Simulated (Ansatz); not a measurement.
Consider the ligand exchange at the Si–O bond: `[OH][GeH2][O][SiH3]` + `[SiH3]C#CS` → `[SiH3]C#CS[SiH3]` + `[OH][GeH2][OH]`.

Gas-phase electronic energies from Ansatz, PBE0-D4/def2-TZVP geometries. CCSD(T)/CBS is the MP2 limit (def2-TZVPP, def2-QZVPP) plus CCSD(T) − MP2 in def2-TZVPP, frozen cores. For Ge outer-core shells are correlated without core-valence functions, which leaves a few kJ/mol of doubt a bond. Scalar relativity is left out up to krypton. Each species was taken in one conformer, which may not be the lowest.

`[OH][GeH2][O][SiH3]`:

```xyz
10

O     0.389   -0.138    2.134
Ge   -0.932   -0.460    1.000
O    -0.585    0.355   -0.532
Si    0.677    0.327   -1.575
H     0.435    0.780    2.411
H    -2.254    0.148    1.483
H    -0.916   -1.977    0.800
H     1.740    1.276   -1.148
H     0.179    0.728   -2.915
H     1.268   -1.038   -1.657
```

`[SiH3]C#CS`:

Cartesian coordinates in Å:
```
Si -0.019 -0.844 -1.398
C 0.043 -0.044 0.232
C 0.080 0.506 1.314
S 0.166 1.144 2.860
H 1.298 -1.449 -1.716
H -1.058 -1.903 -1.404
H -0.352 0.182 -2.417
H -0.157 2.408 2.529
```

`[SiH3]C#CS[SiH3]`:

```xyz
11

Si   -0.361   -2.677   -0.193
C     0.458   -1.066   -0.020
C     1.003    0.013    0.096
S     1.784    1.488    0.258
Si   -0.004    2.693    0.159
H    -0.101   -3.510    1.008
H     0.152   -3.379   -1.396
H    -1.823   -2.462   -0.335
H    -0.907    2.334    1.277
H     0.477    4.090    0.287
H    -0.676    2.477   -1.143
```

`[OH][GeH2][OH]`:

Z-matrix (Å, degrees):
```
Ge
O 1 1.773
O 1 1.776 2 110.8
H 1 1.525 2 104.9 3 114.7
H 1 1.543 2 109.7 3 -119.9
H 2 0.959 1 113.6 3 70.1
H 3 0.959 1 113.3 2 -91.5
```

```
              species  CCSD/CBS(def2) energy (Eh)
`[OH][GeH2][O][SiH3]`                 -2519.19792
         `[SiH3]C#CS`                  -765.26372
   `[SiH3]C#CS[SiH3]`                 -1055.56100
     `[OH][GeH2][OH]`                 -2228.88255
```

Task: Work out ΔE.

Result: ΔE = (-1055.56100) + (-2228.88255) − (-2519.19792) − (-765.26372) = 0.01809 Eh = +47.5 kJ/mol. CCSD(T)/CBS gives +43.5 kJ/mol.

Largest T1 diagnostic among the species: 0.013.

From PBE to PBE0 (25 % exact exchange), in def2-TZVPP and without D4, ΔE moves by +5.3 kJ/mol. In def2-TZVPP, CCSD(T) changes the Hartree–Fock value by −19.1 kJ/mol (the triples alone add −4.0 kJ/mol) and MP2 by −23.8 kJ/mol.
